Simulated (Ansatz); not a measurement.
Total energies of Sn(OAc)Me3 (C5H12O2Sn) from Ansatz at PBE-D4/def2-TZVP, gas phase (1 Eh = 27.2114 eV = 2625.5 kJ/mol). The reference geometry is relaxed at r2SCAN-D4/def2-SVP.

```csv
state,geometry,energy (Eh)
charge 0 singlet,reference,-562.28038
charge 1 doublet,reference,-561.95915
charge 1 doublet,relaxed at r2SCAN-D4/def2-SVP,-561.97869
free Sn atom (triplet),–,-214.24935
free O atom (triplet),–,-75.00967
free C atom (triplet),–,-37.79597
free H atom (doublet),–,-0.49962
```

In the def2 sets Sn takes a core potential; there is no spin–orbit coupling.

Work out the vertical ionisation energy to the doublet.

E(charge 1 doublet) − E(charge 0 singlet) = -561.95915 − (-562.28038) = 0.32123 Eh = 8.74 eV. For comparison, −ε of the highest occupied level is 5.98 eV at this level, 2.76 eV less.

How much does the charge 1 doublet relax, and what is the adiabatic ionisation energy?

Relaxation: -561.95915 − (-561.97869) = 0.01954 Eh = 0.53 eV. Adiabatic ionisation energy: 0.30169 Eh = 8.21 eV, without zero-point energy. Bonds change on the way (0 lost, 2 formed), so the relaxed form is another species. 

What is the binding energy per atom against free atoms?

Atoms: 1 × (-214.24935) + 2 × (-75.00967) + 5 × (-37.79597) + 12 × (-0.49962) = -559.24398 Eh. Binding: -559.24398 − (-562.28038) = 3.03640 Eh = 82.62 eV, or 4.13 eV for each of 20 atoms (no zero-point energy, no counterpoise term).
